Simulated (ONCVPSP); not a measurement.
**aluminium (Al) ONCV: all-electron and pseudo phase curves**

```
Element                 : Al (Z = 13)
Generator               : ONCVPSP 4.0.1
Type                    : optimised norm-conserving Vanderbilt (ONCV)
Functional              : PBE
Relativity              : scalar-relativistic
Frozen core             : [He]
Valence charge          : 11
Reference configuration : 2s2 2p6 3s2 3p1
Partial waves           : 2s+3s: rc 0.85 bohr, ncon 3, nbas 8, qcut 14.1 1/bohr, 3 projectors, debl 1.8 Ha; 2p+3p: rc 1.20 bohr, ncon 4, nbas 7, qcut 14.6 1/bohr, 2 projectors; d scattering state at 0.19 Ha: rc 1.30 bohr, ncon 4, nbas 9, qcut 8.5 1/bohr, 1 projector
Local potential         : polynomial inside 0.65 bohr (lpopt 5, dvloc0 0 Ha)
Core correction         : none
```

The phase is arctan(r·R′/R) of the radial function R(r), unwrapped; energies in Ha, scanned from -5 to 5 Ha. A pole is an energy at which the radial function vanishes at the test radius. The pseudo phase is shifted by a multiple of π to meet the all-electron one at the reference energy, and phase errors are pseudo minus all-electron; the curves can meet again beyond the range given. Levels narrower than the energy grid can be missing from the lists of poles.

For each channel, where are the poles, and over which energies does the pseudopotential scatter like the atom?

```
channel  radius (bohr)  reference energy (Ha)  poles, all-electron  poles, pseudo  unbroken range about the reference energy with phases within 0.05 rad  phase error 1 Ha above the reference energy (rad)
      s           0.86                  -0.28                -1.37          -1.37                                                        the whole range                                             +0.000
      p           1.22                  -0.10                -2.13          -2.13                                                        the whole range                                             +0.000
      d           1.32                   0.19                 5.00           none                                                        the whole range                                             +0.002
```

Phases in the d channel:

```
E (Ha)  all-electron  pseudo
 -4.96         1.277   1.277
 -4.48         1.260   1.260
 -4.00         1.240   1.240
 -3.52         1.215   1.216
 -3.04         1.186   1.186
 -2.56         1.149   1.150
 -2.08         1.103   1.103
 -1.60         1.041   1.041
 -1.12         0.955   0.956
 -0.64         0.831   0.831
 -0.16         0.639   0.639
  0.32         0.335   0.336
  0.80        -0.100  -0.100
  1.28        -0.558  -0.557
  1.76        -0.898  -0.895
  2.24        -1.116  -1.112
  2.72        -1.258  -1.253
  3.20        -1.356  -1.351
  3.68        -1.430  -1.423
  4.16        -1.488  -1.480
  4.64        -1.537  -1.528
```
